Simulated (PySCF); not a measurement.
C4H7F, SMILES C=C[C@H](C)F.

Geometry optimised at PBE-D3(BJ)/def2-SVP. One conformer was computed; it need not be the lowest.

All values below come from PySCF with ωB97X/def2-TZVP.

Isolated molecule, no solvent.

Computed frontier levels, gap, dipole moment and polarisability:
```yaml
highest_occupied_level: -9.98 eV
lowest_empty_level: 2.24 eV
orbital_gap: 12.22 eV
dipole_moment: 1.81 D
quadrupole, principal values (traceless, Buckingham form, about the centre of nuclear charge): -2.79, -0.97, 3.76 D·Å
mean_static_polarisability: 50.5 bohr³ (7.48 Å³)
polarisability_principal_values: 40.6, 46.3, 64.6 bohr³
```
